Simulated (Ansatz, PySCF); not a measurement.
Spin states of F2OW (SMILES [O]=[W]([F])[F]), each relaxed with B3LYP-D3(BJ)/def2-TZVP.
State 1 (charge 0, multiplicity 1):
```json
[
 {"atom": "W", "x (Å)": "-0.0674", "y (Å)": "0.0356", "z (Å)": "-0.0008"},
 {"atom": "O", "x (Å)": "1.4739", "y (Å)": "-0.5131", "z (Å)": "-0.3861"},
 {"atom": "F", "x (Å)": "-0.5910", "y (Å)": "-0.4141", "z (Å)": "1.7077"},
 {"atom": "F", "x (Å)": "-0.8734", "y (Å)": "0.9586", "z (Å)": "-1.3769"}
]
```
State 2 (charge 0, multiplicity 3):
```xyz
4

W      0.04966    -0.00605    -0.03000
O      1.60259    -0.55763    -0.41726
F     -0.72086    -0.33904     1.66647
F     -0.98938     0.96970    -1.27535
```

Singlets are restricted, other states unrestricted; no spin–orbit coupling, no relativity up to Kr; see below for the cores. The largest T1 diagnostic is 0.029.

Run with Ansatz (Gaussian basis) for Hartree–Fock, density functionals and correlated methods; PySCF for the dispersion terms. Values without a source in brackets are computed. In def2 rows elements past Kr take small-core potentials, without spin–orbit coupling.

```csv
level,energy of the multiplicity-3 state less that of the multiplicity-1 state (kcal/mol)
SVWN5/def2-TZVPP,11.47
BLYP/def2-TZVPP,8.04
BLYP-D4/def2-TZVPP,8.13
B97M-V/def2-TZVPP,5.22
B3LYP/def2-TZVPP,5.13
B3LYP-D3(BJ)/def2-TZVPP,5.16
B3LYP-D4/def2-TZVPP,5.18
BHLYP-D4/def2-TZVPP,___
wB97X-V/def2-TZVPP,___
```

What belongs in the gaps?


- BHLYP-D4/def2-TZVPP, energy of the multiplicity-3 state less that of the multiplicity-1 state (kcal/mol): 0.72
- wB97X-V/def2-TZVPP, energy of the multiplicity-3 state less that of the multiplicity-1 state (kcal/mol): 6.25

Ansatz is a first-principles code.
